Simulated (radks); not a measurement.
The numbers below are computed, except where a source is named.
Question: Isoelectronic series with 58 electrons, all held in the configuration [Xe] 4f1 5d1 6s2, which need not be the ground one along the series. Code: a radial shooting solver on a logarithmic mesh with Libxc functionals. Model: scalar-relativistic Kohn-Sham, LDA (Slater exchange, Perdew-Wang correlation), spin-polarised, spherical densities, finite nucleus; open shells are filled with parallel spins first (spin-orbit coupling, left out, can overturn this in heavy ions); Fermi nuclear charge, rms radius of each element as measured or else 0.836 A^(1/3) + 0.57 fm. Total energies (hartree) and mean radii <r> (bohr) (* marks an orbital that is empty in some or all of the ions):

| ion | E (hartree) | 4f down* | 5d up | 6s down |
|---|---|---|---|---|
| Ce | -8853.4818 | 1.105 | 2.908 | 4.369 |
| Pr+ | -9229.6084 | 0.9510 | 2.385 | 3.669 |
| Nd2+ | -9614.8564 | 0.8595 | 2.095 | 3.231 |
| Pm3+ | -10009.2518 | 0.7933 | 1.896 | 2.919 |
| Sm4+ | -10412.8262 | 0.7413 | 1.744 | 2.678 |
| Eu5+ | -10825.6673 | 0.6986 | 1.623 | 2.485 |
| Gd6+ | -11247.8074 | 0.6623 | 1.522 | 2.324 |
| Tb7+ | -11679.3566 | 0.6308 | 1.436 | 2.188 |
| Dy8+ | -12120.2510 | 0.6030 | 1.361 | 2.069 |
| Ho9+ | -12570.7041 | 0.5783 | 1.296 | 1.965 |
| Er10+ | -13030.6992 | 0.5559 | 1.237 | 1.873 |
| Tm11+ | -13500.3718 | 0.5357 | 1.185 | 1.790 |
| Yb12+ | -13979.7117 | 0.5171 | 1.138 | 1.715 |
| Lu13+ | -14468.8630 | 0.5000 | 1.094 | 1.647 |
| Hf14+ | -14967.9509 | 0.4842 | 1.055 | 1.585 |
| Ta15+ | -15477.0009 | 0.4696 | 1.018 | 1.527 |
| W16+ | -15996.1118 | 0.4559 | 0.9845 | 1.474 |
| Re17+ | -16525.3956 | 0.4431 | 0.9532 | 1.425 |
| Os18+ | -17064.9066 | 0.4311 | 0.9240 | 1.379 |
| Ir19+ | -17614.8319 | 0.4198 | 0.8967 | 1.337 |
| Au21+ | -18746.1563 | 0.3991 | 0.8470 | 1.259 |

Estimate the row of Pt20+.

Answer: E (hartree) -18175.1954; 4f down* 0.4092; 5d up 0.8711; 6s down 1.297.
